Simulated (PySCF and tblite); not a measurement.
Results of a calculation; reference values are marked as such.
C6H6BrF, numbered as in [CH2:1]=[CH:2]/[C:3]([F:4])=[C:5](/[Br:6])[CH:7]=[CH2:8].

Search: ETKDG and KDG, MMFF94s, GFN2-xTB, 90 starts; geometries at GFN2-xTB. Weights use PBE0-D3(BJ)/def2-SVP (IEF-PCM, dimethylsulfoxide) energies plus GFN2-xTB zero-point and thermal terms (modes under about 100 cm⁻¹ blended into free rotors). Symmetry numbers and mirror images are counted. Conformers within 3 kcal/mol (GFN2-xTB free energy) were kept, 10 at most. Codes: tblite and PySCF.

Torsions listed: C1–C2–C3–F4, Br6–C5–C7–C8. Of a mirror pair one member is shown.

```
conformer       shape   symmetry  E(GFN2) kcal/mol
        1  150°, -18°  C1 (pair)              1.74
        2  11°, -141°  C1 (pair)              1.78
        3      0°, 0°         Cs              0.00
```

(1) Which of these conformers is the most populated at 298.15 K, and with what share?

(2) Give the DFT energies and free energies relative to the lowest, and all weights.

(3) How does its share change from 250 K to 373.15 K?

Results:

(1) Conformer 3, about 99 %.

(2) 
```csv
conformer,shape,E(DFT) kcal/mol,G(298.15 K) kcal/mol,weight %
1,"150°, -18°",3.95,3.78,0.2
2,"11°, -141°",3.12,2.84,0.8
3,"0°, 0°",0.00,0.00,99.0
```

(3) From 100 % to 97 %; the mixing entropy goes from 0.05 to 0.35 cal/(mol K).
